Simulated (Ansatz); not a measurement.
Relaxation of AsClH5NOSi (10 atoms, charge 0, multiplicity 1), to a largest force component of 0.015 eV/Å in at most 40 steps.

Level of theory: RKS B3LYP-D4/def2-SVP (Ansatz).

```xyz
10
Properties=species:S:1:pos:R:3
N -1.498 -0.586 0.561
Si 0.038 -0.323 -0.245
O 0.877 -1.799 -0.230
Cl -0.172 0.291 -2.234
As 1.250 1.301 0.868
H -2.054 0.384 0.466
H -2.049 -1.234 -0.020
H 1.062 -1.988 0.740
H 0.349 2.467 0.357
H 2.280 1.436 -0.261
```

Question: Where does it end, and by what steps?

Answer: The run converged. After 12 steps the energy has fallen by 0.429 eV; Cl4 moved furthest, 0.33 Å.

```tsv
step	energy less start (eV)	largest force component (eV/Å)	accepted
0	0.0000	2.875	yes
1	-0.2850	0.982	yes
2	-0.3617	0.473	yes
3	-0.3135	2.240	no
4	-0.4113	0.226	yes
5	-0.4241	0.135	yes
6	-0.4264	0.105	yes
7	-0.4267	0.184	yes
8	-0.4277	0.172	yes
9	-0.4278	0.062	yes
10	-0.4285	0.041	yes
11	-0.4285	0.023	yes
12	-0.4285	0.005	yes
```

```xyz
10
Properties=species:S:1:pos:R:3
N -1.454 -0.462 0.427
Si 0.100 -0.324 -0.300
O 0.872 -1.794 -0.229
Cl 0.050 0.071 -2.348
As 1.271 1.370 0.891
H -1.966 0.380 0.677
H -2.094 -1.176 0.085
H 0.873 -2.216 0.640
H 0.259 2.437 0.466
H 2.171 1.664 -0.307
```

Whether the end is a true minimum wasn't checked by a vibrational analysis.

Run time: 53 s on 2 threads of Arm Neoverse V2 (shared host), peak memory 0.32 GiB.
